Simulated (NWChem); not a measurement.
Everything below was run with NWChem. System: C2H3F2, charge 1, spin multiplicity 1, at the geometry of a parent with another charge or spin, in a state set for the comparison that need not be this species' ground state. Level: LDA (SVWN5)/def2-SVPD.

NWChem printed:

```
             Northwest Computational Chemistry Package (NWChem) 7.3.0
             --------------------------------------------------------

                                NWChem Input Module
                                -------------------

 Scaling coordinates for geometry "geometry" by  1.889725989
 (inverse scale =  0.529177249)

                             Geometry "geometry" -> ""
                             -------------------------

 Output coordinates in angstroms (scale by  1.889725989 to convert to a.u.)

  No.       Tag          Charge          X              Y              Z
 ---- ---------------- ---------- -------------- -------------- --------------
    1 C                    6.0000     1.36016500    -0.24183200     0.20598000
    2 C                    6.0000    -0.10449400    -0.06304000     0.30780100
    3 F                    9.0000    -0.74953400    -0.90231300    -0.53906700
    4 F                    9.0000    -0.45387300     1.20661900    -0.00521600
    5 H                    1.0000     2.02030000     0.60760900     0.38653600
    6 H                    1.0000     1.76982100    -1.24766800     0.10223500
    7 H                    1.0000    -0.49348100    -0.26946800     1.32708600

 Effective nuclear repulsion energy (a.u.)     124.1012159679

            Nuclear Dipole moment (a.u.)
            ----------------------------
        X                 Y               Z
 ---------------- ---------------- ----------------
     0.0000056692    -0.0000094486    -0.0000075589


 Summary of "ao basis" -> "" (spherical)
 ------------------------------------------------------------------------------
       Tag                 Description            Shells   Functions and Types
 ---------------- ------------------------------  ------  ---------------------
 *                         def2-svpd                  on all atoms

                                 NWChem DFT Module
                                 -----------------

 Summary of "ao basis" -> "ao basis" (spherical)
 ------------------------------------------------------------------------------
       Tag                 Description            Shells   Functions and Types
 ---------------- ------------------------------  ------  ---------------------
 C                         def2-svpd                 8       20   4s2p2d
 F                         def2-svpd                 9       23   4s3p2d
 H                         def2-svpd                 4        8   2s2p
[...]
    46      0.081688  3 F  py                 6     -0.076701  1 C  py

 Vector   15  Occ=2.000000D+00  E=-5.900820D-01
              MO Center= -5.2D-01,  1.9D-01, -2.2D-01, r^2= 1.8D+00
   Bfn.  Coefficient  Atom+Function         Bfn.  Coefficient  Atom+Function
  ----- ------------  ---------------      ----- ------------  ---------------
    46      0.444242  3 F  py                70      0.301995  4 F  pz
    68      0.292095  4 F  px                69      0.283380  4 F  py
    49     -0.280864  3 F  py                73     -0.192233  4 F  pz
    71     -0.186480  4 F  px                72     -0.177946  4 F  py
    45     -0.150706  3 F  px                47     -0.100789  3 F  pz

 Vector   16  Occ=2.000000D+00  E=-5.652792D-01
              MO Center= -3.1D-01,  4.7D-02,  1.9D-02, r^2= 2.0D+00
   Bfn.  Coefficient  Atom+Function         Bfn.  Coefficient  Atom+Function
  ----- ------------  ---------------      ----- ------------  ---------------
    70     -0.307690  4 F  pz                45      0.298007  3 F  px
    47     -0.289000  3 F  pz                68      0.287309  4 F  px
   103     -0.244387  7 H  s                  5     -0.219763  1 C  px
    73      0.196538  4 F  pz                48     -0.190547  3 F  px
     3      0.184159  1 C  s                 50      0.181907  3 F  pz

 Vector   17  Occ=0.000000D+00  E=-5.206499D-01
              MO Center=  1.1D+00, -2.2D-01,  2.3D-01, r^2= 1.5D+00
   Bfn.  Coefficient  Atom+Function         Bfn.  Coefficient  Atom+Function
  ----- ------------  ---------------      ----- ------------  ---------------
     7      0.632803  1 C  pz                10      0.419893  1 C  pz
   104     -0.308209  7 H  s                103     -0.204101  7 H  s
    47     -0.098598  3 F  pz                 6     -0.094052  1 C  py
    69      0.092161  4 F  py                27     -0.088535  2 C  pz
    44      0.080628  3 F  s                 30      0.073288  2 C  pz

 Vector   18  Occ=0.000000D+00  E=-2.156260D-01
              MO Center=  4.5D-01, -8.6D-02,  3.3D-01, r^2= 3.0D+00
   Bfn.  Coefficient  Atom+Function         Bfn.  Coefficient  Atom+Function
  ----- ------------  ---------------      ----- ------------  ---------------
    88     -0.660665  5 H  s                 96      0.659476  6 H  s
    29      0.634654  2 C  py                26      0.478372  2 C  py
    66     -0.286138  4 F  s                 43      0.262905  3 F  s
    36      0.228078  2 C  d -2              87     -0.219539  5 H  s
    47     -0.204562  3 F  pz                 9      0.192831  1 C  py

 Vector   19  Occ=0.000000D+00  E=-1.962232D-01
              MO Center=  1.2D+00, -4.0D-01,  6.3D-01, r^2= 5.4D+00
   Bfn.  Coefficient  Atom+Function         Bfn.  Coefficient  Atom+Function
  ----- ------------  ---------------      ----- ------------  ---------------
     4      1.499446  1 C  s                 24      1.101991  2 C  s
    67     -0.510148  4 F  s                 96     -0.491209  6 H  s
    44     -0.467777  3 F  s                 88     -0.452312  5 H  s
     2     -0.407703  1 C  s                101     -0.223485  6 H  py
    20     -0.215834  1 C  d  2              27     -0.214743  2 C  pz

 center of mass
 --------------
 x =  -0.12998189 y =   0.03505712 z =  -0.06815622

 moments of inertia (a.u.)
 ------------------
         196.009572227010           7.838600392409         -38.729506880037
           7.838600392409         189.786293569555         -28.861474382048
         -38.729506880037         -28.861474382048         321.382248373115

     Multipole analysis of the density
     ---------------------------------

     L   x y z        total         alpha         beta         nuclear
     -   - - -        -----         -----         ----         -------
     0   0 0 0      1.000000    -16.000000    -16.000000     33.000000

     1   1 0 0      2.149450      1.074722      1.074722      0.000006
     1   0 1 0     -0.565134     -0.282562     -0.282562     -0.000009
     1   0 0 1      1.029279      0.514643      0.514643     -0.000008

     2   2 0 0     -7.589575    -49.385541    -49.385541     91.181507
     2   1 1 0     -0.956246      2.421084      2.421084     -5.798414
     2   1 0 1     -0.017352     -9.744706     -9.744706     19.472061
     2   0 2 0    -14.531537    -47.983224    -47.983224     81.434912
     2   0 1 1     -0.517128     -6.785439     -6.785439     13.053751
     2   0 0 2    -13.144450    -16.141996    -16.141996     19.139543

 Task  times  cpu:       13.1s     wall:       13.1s

 Total times  cpu:       13.1s     wall:       13.1s
```

Task: Write an NWChem input that would produce this output.

Result: This is not unique; one that fits is 
```
start mol
memory heap 200 mb stack 900 mb global 1100 mb
charge 1
geometry units angstroms nocenter noautoz noautosym
  C      1.360165    -0.241832     0.205980
  C     -0.104494    -0.063040     0.307801
  F     -0.749534    -0.902313    -0.539067
  F     -0.453873     1.206619    -0.005216
  H      2.020300     0.607609     0.386536
  H      1.769821    -1.247668     0.102235
  H     -0.493481    -0.269468     1.327086
end
basis spherical
  * library def2-svpd
end
dft
  xc slater vwn_5
  semidirect memsize 60000000 filesize 0
  iterations 100
end
task dft energy
```
